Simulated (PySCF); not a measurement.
PySCF input:

```python
from pyscf import gto, scf, dft

mol = gto.M(
    atom='''
    C     0.05865618   -0.88037539    0.07896597
    C    -1.20765746   -0.54490941    0.10147258
    F    -1.80648215    0.60630057    0.02029001
    Cl    1.33991758    0.29425739   -0.08387619
    H     0.37374817   -1.90737191    0.16065381
    ''',
    basis='def2-tzvpd',
    charge=0,
    spin=1,
    verbose=4,
)

mf = dft.UKS(mol, xc='pw6b95').density_fit(auxbasis='def2-universal-jkfit')
mf.grids.level = 3
mf.conv_tol = 1e-9
mf.max_cycle = 100
mf.max_memory = 1500
mf.kernel()
if not mf.converged:
    mf = mf.newton()
    mf.kernel(mf.make_rdm1())
for _ in range(2):
    mo, _, stable, _ = mf.stability(return_status=True)
    if stable:
        break
    mf.kernel(mf.make_rdm1(mo, mf.mo_occ))
mf.analyze()
```

Task: Which total energy does the run end on?

Result: -637.38110 Eh (PW6B95/def2-TZVPD).

It need not be the lowest isomer of its formula.
